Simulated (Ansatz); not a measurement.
SnCl4⁺. Charge 1, multiplicity 2. Geometry B3LYP-D4/def2-SVP, that of the neutral singlet; atoms count from 1.

```xyz
5

Sn    0.0000    0.0000    0.0000
Cl    0.1894    1.9720    1.2354
Cl   -1.4533    0.3426   -1.7948
Cl   -0.8378   -1.6971    1.3668
Cl    2.1018   -0.6174   -0.8074
```

In the def2 sets Sn takes a core potential; there is no spin–orbit coupling.

Estimate the Mulliken populations from the PBE0/def2-TZVP orbitals of Ansatz.


```csv
atom,charge (e),spin (α − β)
Sn1,1.11,-0.06
Cl2,-0.03,0.27
Cl3,-0.03,0.27
Cl4,-0.03,0.27
Cl5,-0.03,0.27
```
Mulliken values depend strongly on the basis.

Where does the spin sit?

Summed by element: Sn -0.06, Cl 1.06, of 1 unpaired in all. Largest on single atoms: Cl2 0.27, Cl3 0.27, Cl5 0.27.

And the Mayer bond orders between heavy atoms (over 0.3)?

Sn1–Cl2 1.00 (2.33 Å); Sn1–Cl3 1.00 (2.33 Å); Sn1–Cl4 1.00 (2.33 Å); Sn1–Cl5 1.00 (2.33 Å).
